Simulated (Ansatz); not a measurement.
Al8As7H22, a nanocrystal cut from wurtzite AlAs (hydrogen-capped), relaxed as a doublet with UKS PBE-D4/def2-SVP in Ansatz, starting from the PBE-D4/def2-SVP geometry of the charge -1 singlet. Force threshold 0.03 eV/Å.

Single mean-field runs in def2-SVP are fitted with def2-universal-jkfit. The relaxation made no stability test and no search for a lower SCF solution.

Start:

```
atom    x (Å)    y (Å)    z (Å)
 As1   1.6962   2.6837  -2.8964
 Al2   2.0217   4.1348  -0.8160
 Al3   0.5660   0.4305  -2.8344
 As4   1.4655  -0.6512  -0.7813
 As5   0.3627   2.8644   0.5512
 Al6   1.4878   0.7826   1.2908
 Al7   0.3177  -2.8489  -0.5634
 As8   1.2047  -3.8051   1.5946
 As9   0.1111  -0.5161   2.8922
Al10   1.5380  -2.3980   3.7036
As11  -1.7375   0.9787  -2.1449
Al12  -1.9347   2.8760  -0.4857
Al13  -3.1145  -1.1212  -1.9590
As14  -1.9749  -2.1612   0.0310
Al15  -2.2425  -1.2566   2.3765
 H16   3.0188   2.5417  -3.6516
 H17   0.9596   3.4645  -3.9835
 H18   3.5476   3.8546  -0.3811
 H19   1.5498   5.6278  -1.1869
 H20   0.8128  -0.3829  -4.1937
 H21   2.9250  -0.9768  -1.0935
 H22   0.2470   3.6674   1.8479
 H23   2.9951   1.0141   1.7863
 H24   0.5495  -3.8586  -1.7869
 H25   2.4734  -4.6024   1.2879
 H26   0.3109  -5.0087   1.8882
 H27   0.0065   0.4251   4.0935
 H28   3.1114  -2.0501   3.6947
 H29   0.8989  -3.2119   4.9361
 H30  -2.2492   1.6070  -3.4435
 H31  -2.0338   4.2232  -1.3674
 H32  -3.0427   2.5402   0.6221
 H33  -2.8067  -2.0392  -3.2492
 H34  -4.6360  -0.7525  -1.5929
 H35  -2.6377  -3.5381   0.1196
 H36  -3.2335   0.0028   2.3847
 H37  -2.5339  -2.5397   3.3105
```

```
        step   energy (eV)  largest force component (eV/Å)  SCF passes
           1  -478869.0211                           0.531          29
           2  -478869.1865                           0.152          27
           3  -478869.2233                           0.078          23
           4  -478869.2692                           0.105          27
5 (rejected)  -478869.1780                           0.429          29
           6  -478869.2983                           0.082          26
           7  -478869.3134                           0.048          26
           8  -478869.3177                           0.042          22
           9  -478869.3221                           0.031          20
          10  -478869.3260                           0.040          20
          11  -478869.3278                           0.040          20
          12  -478869.3295                           0.034          20
          13  -478869.3317                           0.045          21
          14  -478869.3331                           0.058          20
          15  -478869.3343                           0.067          20
          16  -478869.3349                           0.053          19
          17  -478869.3355                           0.028          19
```

Force components are those of the run's own axes.

End:

Cartesian coordinates in Å:
```
As 1.5752 2.7444 -2.7820
Al 2.1309 3.7806 -0.5513
Al 0.5594 0.4421 -2.8734
As 1.5483 -0.7292 -0.8835
As 0.2297 2.5884 0.6969
Al 1.7793 0.6625 1.1488
Al 0.3051 -2.8890 -0.5664
As 1.0838 -3.7044 1.6852
As 0.0136 -0.2682 2.6752
Al 1.6952 -2.0369 3.4747
As -1.7646 0.8891 -2.1887
Al -2.0271 2.6944 -0.4656
Al -3.1484 -1.2239 -2.1152
As -1.9978 -2.1664 -0.0719
Al -2.3154 -1.1712 2.2095
H 2.8173 2.8069 -3.6658
H 0.6737 3.6564 -3.6051
H 3.5334 3.1058 -0.1654
H 1.7986 5.3473 -0.4780
H 0.8655 -0.3249 -4.2388
H 2.9699 -1.1129 -1.2810
H 0.1875 3.3035 2.0463
H 3.2010 0.9899 1.7733
H 0.5908 -3.9276 -1.7435
H 2.2450 -4.6800 1.5184
H 0.0361 -4.6921 2.1837
H -0.0065 0.7457 3.8178
H 3.1802 -1.5861 3.0705
H 1.2207 -2.4738 4.9424
H -2.2378 1.6162 -3.4488
H -1.8665 4.1062 -1.2272
H -3.1674 2.3896 0.6096
H -2.7272 -2.1290 -3.3726
H -4.6653 -0.8572 -1.7533
H -2.6306 -3.5456 0.1231
H -3.3503 0.0439 2.2421
H -2.3354 -2.3943 3.2602
```

By distances, no bond broke or formed. The bond that changes most is As9–Al10, from 2.50 to 2.57 Å (atoms count from 1).

No frequencies were taken in this run, so the end may be a saddle point.

Hardware: 2 threads of AMD EPYC 7R13 on a shared host and a share (18 GiB) of an NVIDIA H100 80GB HBM3. Wall time 94 s.
